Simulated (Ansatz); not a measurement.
The same path of C₄H₁₂Si₂ (18 atoms, charge 0, multiplicity 1) was run 3 times with different band settings. The coordinate that changes most is the dihedral Si4–C2–C3–H10.

Theory: Ansatz 0.2.0, RKS B3LYP/6-31G*.

Relaxed end points:

```xyz
18
Properties=species:S:1:pos:R:3
C 1.099 1.247 -1.388
C 0.772 0.915 -0.130
C 0.951 1.896 1.009
Si 0.080 -0.800 0.264
C 0.190 -1.970 -1.222
Si -2.148 -0.649 1.026
H 0.986 0.563 -2.225
H 1.502 2.230 -1.634
H 1.364 2.850 0.659
H -0.001 2.107 1.514
H 1.627 1.495 1.776
H 0.887 -1.368 1.390
H 1.223 -2.055 -1.579
H -0.154 -2.973 -0.946
H -0.431 -1.624 -2.056
H -2.640 -1.972 1.508
H -2.285 0.320 2.152
H -3.061 -0.200 -0.066
```

```xyz
18
Properties=species:S:1:pos:R:3
C 1.062 1.269 -1.410
C 0.750 0.933 -0.150
C 0.902 1.925 0.984
Si 0.111 -0.800 0.254
C 0.193 -1.955 -1.247
Si -2.089 -0.711 1.101
H 0.962 0.579 -2.245
H 1.440 2.261 -1.662
H 1.575 1.540 1.762
H 1.305 2.882 0.631
H -0.059 2.125 1.475
H 0.969 -1.359 1.345
H 1.214 -2.017 -1.639
H -0.122 -2.967 -0.969
H -0.462 -1.613 -2.056
H -2.541 -2.058 1.557
H -2.198 0.218 2.263
H -3.051 -0.244 0.060
```

Common settings: movable images 5; climbing image yes; spring 5.0 eV/Å²; start path through a guess of the saddle point; iteration limit 60; end points relaxed.

| run | optimiser | force threshold | largest step |
| --- | --- | --- | --- |
| 1 | quadratic models (default) | 0.05 eV/Å | default |
| 2 | lbfgs | 0.05 eV/Å | 0.02 Å |
| 3 | quadratic models (default) | 0.2 eV/Å | default |

Problem. What does each run give, and how far can it be trusted?

Solution. Run 1: converged after 16 iterations, highest image 0.075 eV above the first end. The profile has 2 maxima (images 2, 5) with wells between them (image 3): this band takes more than one step, which may be the mechanism or a detour left from its start path. A vibrational analysis at the climbing image gives one clearly imaginary mode, 185i cm⁻¹: a first-order saddle point.
Run 2: converged after 55 iterations, highest image 0.094 eV above the first end. The profile has 2 maxima (images 2, 5) with wells between them (image 3): this band takes more than one step, which may be the mechanism or a detour left from its start path. The order of the stationary point at the top wasn't checked.
Run 3: converged after 10 iterations, highest image 0.075 eV above the first end. The threshold of 0.2 eV/Å is loose, so the images may lie well off the minimum-energy path. The profile has 2 maxima (images 2, 5) with wells between them (image 3): this band takes more than one step, which may be the mechanism or a detour left from its start path. Another band between the same ends (5 images) ends at a top of the same energy, where a vibrational analysis finds 1 clearly imaginary mode.
